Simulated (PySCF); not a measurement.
Gas-phase reaction: SnF₄ + SnH₂ → SnH₂F₂ + SnF₂

Energies from PySCF, thermal terms from the rigid-rotor harmonic-oscillator model, ideal gas at 1 bar. † marks an energy on the PBE0/def2-TZVP geometry and frequencies. MP2 and CCSD(T) freeze the core. All species are closed-shell singlets. Sn: scalar-relativistic def2 core potential, no spin-orbit coupling. SnH₂, SnH₂F₂: computed as isolated molecules; such fragments, hydroxides, amides, oligomers or adducts are transient or little studied in the gas. MP2 isn't extrapolated to the basis-set limit; its ΔH°(298 K) is -152.9 kJ in def2-SVP and -174.7 kJ in def2-TZVPP. CCSD(T) isn't extrapolated to the basis-set limit; its ΔH°(298 K) is -152.1 kJ in def2-SVP and -163.3 kJ in def2-TZVPP. The harmonic model lacks anharmonicity and excited electronic states, which grow with temperature; levels with a mode under 35 cm⁻¹ are left out.

```json
[
 {"level": "BLYP/def2-TZVP†", "ΔE electronic, kJ": "-196", "ΔH°(298 K), kJ": "-191", "ΔS°(298 K), J/K": "20", "ΔG°(1600 K), kJ": "-219"},
 {"level": "CCSD(T)/def2-SVP†", "ΔE electronic, kJ": "-157", "ΔH°(298 K), kJ": "-152", "ΔS°(298 K), J/K": "20", "ΔG°(1600 K), kJ": "-180"},
 {"level": "CCSD(T)/def2-TZVPP†", "ΔE electronic, kJ": "-168", "ΔH°(298 K), kJ": "-163", "ΔS°(298 K), J/K": "20", "ΔG°(1600 K), kJ": "-191"},
 {"level": "MP2/def2-SVP†", "ΔE electronic, kJ": "-158", "ΔH°(298 K), kJ": "-153", "ΔS°(298 K), J/K": "20", "ΔG°(1600 K), kJ": "-181"},
 {"level": "LDA/def2-TZVP†", "ΔE electronic, kJ": "-197", "ΔH°(298 K), kJ": "-193", "ΔS°(298 K), J/K": "20", "ΔG°(1600 K), kJ": "-220"},
 {"level": "ωB97M-V/def2-TZVP†", "ΔE electronic, kJ": "-180", "ΔH°(298 K), kJ": "-175", "ΔS°(298 K), J/K": "20", "ΔG°(1600 K), kJ": "-203"},
 {"level": "ωB97X-V/def2-TZVP†", "ΔE electronic, kJ": "-180", "ΔH°(298 K), kJ": "-175", "ΔS°(298 K), J/K": "20", "ΔG°(1600 K), kJ": "-203"}
]
```
ΔH° is lowest at LDA/def2-TZVP† and highest at CCSD(T)/def2-SVP†. No reference value is set beside these.
